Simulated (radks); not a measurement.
The tungsten ion W+ inside a hard spherical wall (all orbitals vanish at R), configuration held at [Xe] 4f14 5d4 6s1 and not refilled when levels cross. Method: scalar-relativistic Kohn-Sham, LDA (Slater exchange, Perdew-Wang correlation), spin-unpolarised, spherical densities, finite nucleus; Fermi nuclear charge, rms radius 5.3658 fm; computed with a radial shooting solver on a logarithmic mesh with Libxc functionals. Eigenvalues in eV, with the zero of energy where the potential of the charges vanishes at infinity; a dash marks a level that is unbound or too diffuse for the functional's potential to be trusted. A positive occupied level is held by the wall or, in an anion where self-interaction has pushed it up, behind a barrier. The pressure on the wall is -dE/dV.

| R (bohr) | E (hartree) | kinetic (hartree) | e(5p) | e(4f) | e(6s) | e(5d) | e(6p, empty) | e(7s, empty) | pressure (GPa) |
|---|---|---|---|---|---|---|---|---|---|
| free | -16130.2447 | 17762.146 | -50.970 | -41.037 | -12.475 | -11.997 | -6.992 | -3.220 | 0 |
| 20 | -16130.2447 | 17762.146 | -50.970 | -41.037 | -12.475 | -11.997 | -6.992 | -3.219 | < 0.0001 |
| 12 | -16130.2447 | 17762.146 | -50.970 | -41.037 | -12.474 | -11.997 | -6.991 | -3.016 | < 0.0001 |
| 8 | -16130.2440 | 17762.155 | -50.930 | -40.995 | -12.437 | -11.961 | -6.828 | -0.817 | 0.0414 |
| 4 | -16129.9252 | 17763.807 | -46.570 | -36.173 | -5.621 | -7.589 | 4.638 | 39.582 | 71.3 |
| 3.5 | -16129.5469 | 17765.431 | -43.755 | -32.903 | 0.676 | -4.257 | 13.748 | 64.188 | 214 |
| 2 | -16117.6336 | 17811.728 | -3.500 | 9.877 | 124.29 | 50.311 | 163.04 | 382.31 | 17900 |
